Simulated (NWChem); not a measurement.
Species: Si2H5F; SMILES F[SiH2][SiH3]

```xyz
8

Si    -0.2067    -1.5201     0.0000
Si     0.5593     0.7034     0.0000
F     -0.7360     1.7199     0.0000
H      0.9877    -2.4389     0.0000
H     -1.0341    -1.7947    -1.2259
H     -1.0341    -1.7947     1.2259
H      1.3840     0.9919     1.2251
H      1.3840     0.9919    -1.2251
```
Atoms are numbered in this order, from 1.

Computed with NWChem. Pople sets run with spherical d functions. Coordinates come from a PBE-D3(BJ)/def2-SVP optimisation.

Question: Taking PBE0/6-311++G** as the yardstick, which of these has the fewest basis functions while keeping “dipole (D)” within 0.1 D of it: PBE0/6-31+G*; PBE0/STO-3G; PBE0/6-311G**; PBE0/6-31G*; PBE0/3-21G?

Answer: none of them.
| level | basis functions | dipole (D) |
|---|---|---|
| PBE0/STO-3G | 28 | 0.65 |
| PBE0/3-21G | 45 | 1.47 |
| PBE0/6-31G* | 60 | 1.39 |
| PBE0/6-31+G* | 72 | 1.63 |
| PBE0/6-311G** | 100 | 1.62 |
| PBE0/6-311++G** | 117 | 1.76 |

The yardstick is one finite set, not the basis-set limit.
